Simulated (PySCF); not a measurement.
HNSi, SMILES [NH+]#[Si-]. The structure is a stationary point at PBE0-D3(BJ)/def2-TZVPD.

TDA-PBE/def2-TZVPD (PySCF) puts the lowest singlet excitations at 4.80, 4.99, 4.99, 6.66, 6.66, 7.15 eV and the lowest triplet (TDA) at 3.92 eV.

Task: What are the lowest singlet roots from EOM-CCSD/aug-cc-pVDZ (PySCF)? (The exact figures need the calculation; the answer reports its results.)

Result: 5.23, 5.25, 5.25, 6.74, 6.74, 7.20 eV; triplets 4.16, 4.75, 4.75 eV. S1 differs by 0.43 eV (second minus first; roots are paired by order, and the bases may differ).
